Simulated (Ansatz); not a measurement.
Input file for BH$_{9}$OSi$_{3}$ (`B[SiH]([SiH3])O[SiH3]`):

```yaml
crystal:
  periodic: [false, false, false]
  atoms:
    - {symbol: B, position_ang: [-1.836589, 1.698707, 0.549947]}
    - {symbol: Si, position_ang: [-0.548209, 0.189367, 0.633312]}
    - {symbol: Si, position_ang: [1.594303, 1.176486, 0.504996]}
    - {symbol: O, position_ang: [-0.743554, -0.932167, -0.557035]}
    - {symbol: Si, position_ang: [-0.069360, -2.256859, -1.237358]}
    - {symbol: H, position_ang: [-2.549191, 1.911525, -0.385399]}
    - {symbol: H, position_ang: [-1.843641, 2.485350, 1.452481]}
    - {symbol: H, position_ang: [-0.609157, -0.491699, 1.962623]}
    - {symbol: H, position_ang: [1.810679, 2.043239, 1.694907]}
    - {symbol: H, position_ang: [1.740421, 2.006062, -0.721985]}
    - {symbol: H, position_ang: [2.643684, 0.120111, 0.481622]}
    - {symbol: H, position_ang: [-0.939418, -2.697772, -2.353923]}
    - {symbol: H, position_ang: [1.285402, -1.931787, -1.758708]}
    - {symbol: H, position_ang: [0.051632, -3.349962, -0.236579]}
basis:
  gaussian: {orbitals: def2-TZVPP}
correlation: {method: ccsd_t}
```

```sh
$ ansatz run in.yaml --threads 4 --pin off --events-out ev --progress --plain --max-ram 10444MiB
```

Output of Ansatz, abridged:

```
Functional definition: HF
1797 factors; integrals over basis functions are off by at most 8.6e-4 eV
mean field evaluation 1: about -26437.0903 eV, gradient 3.9e1 eV
mean field evaluation 2: about -26437.4084 eV, gradient 4.0e1 eV
mean field evaluation 4: about -26441.5413 eV, gradient 4.7e0 eV
mean field evaluation 8: about -26441.6516 eV, gradient 2.3e-1 eV
mean field evaluation 16: about -26441.6521 eV, gradient 1.6e-6 eV
mean field -26441.65205137 eV, -971.7127900923 hartree, gradient 1.6e-6 eV, S^2 0.000000; 0 other end points of the search recorded, 0 dependent functions left out
17 core orbitals not correlated: weight in the atoms' cores, before any rotation towards them, 1.000 or more for the frozen orbitals, at most 0.000 for the correlated occupied ones
reference -26441.65205137 eV, -971.7127900923 hartree; 15, 15 occupied and 282, 282 virtual orbitals, 1797 factors
second order -19.21379325 eV of doubles, -0.00000000 eV of singles
cycle   1  -20.52737052 eV  change    -1.3e0 eV  update   1.1e-1
cycle   2  -21.19154818 eV  change   -6.6e-1 eV  update   3.6e-2
cycle   3  -21.31555866 eV  change   -1.2e-1 eV  update   1.8e-2
cycle   4  -21.30380064 eV  change    1.2e-2 eV  update   5.1e-3
cycle   5  -21.30211902 eV  change    1.7e-3 eV  update   2.3e-3
cycle   6  -21.30206201 eV  change    5.7e-5 eV  update   9.3e-4
cycle   7  -21.30164650 eV  change    4.2e-4 eV  update   4.0e-4
cycle   8  -21.30178139 eV  change   -1.3e-4 eV  update   1.7e-4
cycle   9  -21.30187135 eV  change   -9.0e-5 eV  update   6.8e-5
cycle  10  -21.30182865 eV  change    4.3e-5 eV  update   3.1e-5
cycle  11  -21.30183043 eV  change   -1.8e-6 eV  update   1.7e-5
perturbative correction -0.72709459 eV, -0.0267202335 hartree
Total energy: -26463.68097639 eV, -972.5223381552 hartree
```

It took 11 min on 4 threads of an Intel Xeon Platinum 8375C on a shared host, with 4 GiB of host memory at the peak.

The correlation energy is -22.029 eV, 3.3 % of it from (T); the T1 diagnostic reads 0.0132.
